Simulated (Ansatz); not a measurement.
Ansatz (a first-principles code) input (B3LYP-D3(BJ)/def2-TZVP):

Ansatz 0.2 input:
```yaml
crystal:
  periodic: [false, false, false]
  atoms:
    - {symbol: Lu, position_ang: [-0.03571797, 0.06494287, 0.15330214]}
    - {symbol: F, position_ang: [-1.52786790, -1.18719848, -0.35040668]}
    - {symbol: F, position_ang: [0.09492039, 1.59234282, -1.14979992]}
    - {symbol: F, position_ang: [1.71472258, -0.91747144, 0.29082303]}
basis:
  gaussian:
    orbitals: def2-TZVP
hamiltonian:
  xc: b3lyp
  dispersion: d3bj
total_charge: -1
magnetization: {spin_polarized: true, initial_magnetization: 1}
phonons: {temperatures: {t_min: 298.15, t_max: 298.15, t_step: 100}}
```

Output:

```
Functional definition: B3LYP
integrals: 0.14 GiB planned
1307 factors; their error is unknown
mean field: 1.55 GiB planned
mean field evaluation 1: about -41803.2183 eV, gradient 2.1e1 eV
mean field evaluation 2: about -41800.7272 eV, gradient 5.8e1 eV
mean field evaluation 4: about -41803.9689 eV, gradient 1.5e0 eV
mean field evaluation 8: about -41804.0895 eV, gradient 1.8e-1 eV
mean field evaluation 16: about -41804.0895 eV, gradient 2.9e-5 eV
mean field -41804.08952725 eV, -1536.2719542968 hartree, gradient 2.9e-5 eV, S^2 0.750272; 0 other end points of the search recorded, 0 dependent functions left out
the calculation of the forces begins
reference -41804.08978767 eV, -1536.2719638672 hartree; 36, 35 occupied and 153, 154 virtual orbitals, 1307 factors
these checks for a lower state are left out or cut short: stability, starts, cluster_reference, orbital_swaps, neighbouring_geometries, increment
integrals: 0.14 GiB planned
1307 factors; their error is unknown
mean field: 1.55 GiB planned
mean field -41804.08945709 eV, -1536.2719517183 hartree, gradient 2.9e-6 eV, S^2 0.750272; 0 other end points of the search recorded, 0 dependent functions left out
the calculation of the forces begins
reference -41804.08971749 eV, -1536.2719612882 hartree; 36, 35 occupied and 153, 154 virtual orbitals, 1307 factors
these checks for a lower state are left out or cut short: stability, starts, cluster_reference, orbital_swaps, neighbouring_geometries, increment
integrals: 0.14 GiB planned
1307 factors; their error is unknown
mean field: 1.55 GiB planned
mean field evaluation 32: about -41804.0895 eV, gradient 2.0e-6 eV
mean field -41804.08945613 eV, -1536.2719516832 hartree, gradient 2.0e-6 eV, S^2 0.750272; 0 other end points of the search recorded, 0 dependent functions left out
the calculation of the forces begins
reference -41804.08971657 eV, -1536.2719612541 hartree; 36, 35 occupied and 153, 154 virtual orbitals, 1307 factors
these checks for a lower state are left out or cut short: stability, starts, cluster_reference, orbital_swaps, neighbouring_geometries, increment
integrals: 0.14 GiB planned
1307 factors; their error is unknown
mean field: 1.55 GiB planned
mean field -41804.08947866 eV, -1536.2719525110 hartree, gradient 1.7e-6 eV, S^2 0.750272; 0 other end points of the search recorded, 0 dependent functions left out
the calculation of the forces begins
reference -41804.08973903 eV, -1536.2719620795 hartree; 36, 35 occupied and 153, 154 virtual orbitals, 1307 factors
these checks for a lower state are left out or cut short: stability, starts, cluster_reference, orbital_swaps, neighbouring_geometries, increment
integrals: 0.14 GiB planned
1307 factors; their error is unknown
mean field: 1.55 GiB planned
mean field -41804.08948076 eV, -1536.2719525883 hartree, gradient 1.7e-6 eV, S^2 0.750271; 0 other end points of the search recorded, 0 dependent functions left out
the calculation of the forces begins
reference -41804.08974123 eV, -1536.2719621605 hartree; 36, 35 occupied and 153, 154 virtual orbitals, 1307 factors
these checks for a lower state are left out or cut short: stability, starts, cluster_reference, orbital_swaps, neighbouring_geometries, increment
integrals: 0.14 GiB planned
1307 factors; their error is unknown
mean field: 1.55 GiB planned
mean field -41804.08946232 eV, -1536.2719519107 hartree, gradient 1.8e-6 eV, S^2 0.750271; 0 other end points of the search recorded, 0 dependent functions left out
the calculation of the forces begins
reference -41804.08972270 eV, -1536.2719614796 hartree; 36, 35 occupied and 153, 154 virtual orbitals, 1307 factors
these checks for a lower state are left out or cut short: stability, starts, cluster_reference, orbital_swaps, neighbouring_geometries, increment
integrals: 0.14 GiB planned
1307 factors; their error is unknown
mean field: 1.55 GiB planned
mean field -41804.08949983 eV, -1536.2719532890 hartree, gradient 1.5e-6 eV, S^2 0.750272; 0 other end points of the search recorded, 0 dependent functions left out
the calculation of the forces begins
reference -41804.08976028 eV, -1536.2719628607 hartree; 36, 35 occupied and 153, 154 virtual orbitals, 1307 factors
these checks for a lower state are left out or cut short: stability, starts, cluster_reference, orbital_swaps, neighbouring_geometries, increment
integrals: 0.14 GiB planned
1307 factors; their error is unknown
mean field: 1.55 GiB planned
mean field evaluation 64: about -41803.9738 eV, gradient 1.8e-1 eV
mean field -41804.08952361 eV, -1536.2719541632 hartree, gradient 2.3e-6 eV, S^2 0.750271; 0 other end points of the search recorded, 0 dependent functions left out
the calculation of the forces begins
reference -41804.08978405 eV, -1536.2719637340 hartree; 36, 35 occupied and 153, 154 virtual orbitals, 1307 factors
these checks for a lower state are left out or cut short: stability, starts, cluster_reference, orbital_swaps, neighbouring_geometries, increment
integrals: 0.14 GiB planned
1307 factors; their error is unknown
mean field: 1.55 GiB planned
mean field -41804.08952372 eV, -1536.2719541670 hartree, gradient 2.1e-6 eV, S^2 0.750272; 0 other end points of the search recorded, 0 dependent functions left out
the calculation of the forces begins
reference -41804.08978413 eV, -1536.2719637368 hartree; 36, 35 occupied and 153, 154 virtual orbitals, 1307 factors
these checks for a lower state are left out or cut short: stability, starts, cluster_reference, orbital_swaps, neighbouring_geometries, increment
integrals: 0.14 GiB planned
1307 factors; their error is unknown
mean field: 1.55 GiB planned
mean field -41804.08952506 eV, -1536.2719542164 hartree, gradient 1.4e-6 eV, S^2 0.750272; 0 other end points of the search recorded, 0 dependent functions left out
the calculation of the forces begins
reference -41804.08978549 eV, -1536.2719637871 hartree; 36, 35 occupied and 153, 154 virtual orbitals, 1307 factors
these checks for a lower state are left out or cut short: stability, starts, cluster_reference, orbital_swaps, neighbouring_geometries, increment
integrals: 0.14 GiB planned
1307 factors; their error is unknown
mean field: 1.55 GiB planned
mean field -41804.08952492 eV, -1536.2719542111 hartree, gradient 1.3e-6 eV, S^2 0.750272; 0 other end points of the search recorded, 0 dependent functions left out
the calculation of the forces begins
reference -41804.08978533 eV, -1536.2719637811 hartree; 36, 35 occupied and 153, 154 virtual orbitals, 1307 factors
these checks for a lower state are left out or cut short: stability, starts, cluster_reference, orbital_swaps, neighbouring_geometries, increment
integrals: 0.14 GiB planned
1307 factors; their error is unknown
mean field: 1.55 GiB planned
mean field -41804.08951539 eV, -1536.2719538608 hartree, gradient 1.7e-6 eV, S^2 0.750272; 0 other end points of the search recorded, 0 dependent functions left out
the calculation of the forces begins
reference -41804.08977584 eV, -1536.2719634323 hartree; 36, 35 occupied and 153, 154 virtual orbitals, 1307 factors
these checks for a lower state are left out or cut short: stability, starts, cluster_reference, orbital_swaps, neighbouring_geometries, increment
integrals: 0.14 GiB planned
1307 factors; their error is unknown
mean field: 1.56 GiB planned
mean field evaluation 96: about -41803.9738 eV, gradient 1.1e-4 eV
mean field -41804.08948179 eV, -1536.2719526262 hartree, gradient 1.6e-6 eV, S^2 0.750271; 0 other end points of the search recorded, 0 dependent functions left out
the calculation of the forces begins
reference -41804.08974218 eV, -1536.2719621954 hartree; 36, 35 occupied and 153, 154 virtual orbitals, 1307 factors
these checks for a lower state are left out or cut short: stability, starts, cluster_reference, orbital_swaps, neighbouring_geometries, increment
integrals: 0.14 GiB planned
1307 factors; their error is unknown
mean field: 1.55 GiB planned
mean field -41804.08949725 eV, -1536.2719531942 hartree, gradient 1.7e-6 eV, S^2 0.750272; 0 other end points of the search recorded, 0 dependent functions left out
the calculation of the forces begins
reference -41804.08975763 eV, -1536.2719627631 hartree; 36, 35 occupied and 153, 154 virtual orbitals, 1307 factors
these checks for a lower state are left out or cut short: stability, starts, cluster_reference, orbital_swaps, neighbouring_geometries, increment
integrals: 0.14 GiB planned
1307 factors; their error is unknown
mean field: 1.55 GiB planned
mean field -41804.08951240 eV, -1536.2719537510 hartree, gradient 1.6e-6 eV, S^2 0.750272; 0 other end points of the search recorded, 0 dependent functions left out
the calculation of the forces begins
reference -41804.08977286 eV, -1536.2719633227 hartree; 36, 35 occupied and 153, 154 virtual orbitals, 1307 factors
Total energy: -41804.16911008 eV, -1536.2748789121 hartree
Atom 0 at    -0.035718     0.064943     0.153302 Å, force     0.000109     0.000023    -0.000083 eV/Å
Atom 1 at    -1.527868    -1.187198    -0.350407 Å, force    -0.000027    -0.000013     0.000007 eV/Å
Atom 2 at     0.094920     1.592343    -1.149800 Å, force    -0.000018    -0.000041     0.000059 eV/Å
Atom 3 at     1.714723    -0.917471     0.290823 Å, force    -0.000064     0.000032     0.000017 eV/Å
Dipole moment:     0.026344    -0.047904    -0.113078 e Å
Vibrations: 105.28 130.67 130.77 499.27 499.27 521.41 cm⁻¹, zero-point energy 0.116959 eV
```

The spin state was set by rule; other spins were not relaxed.
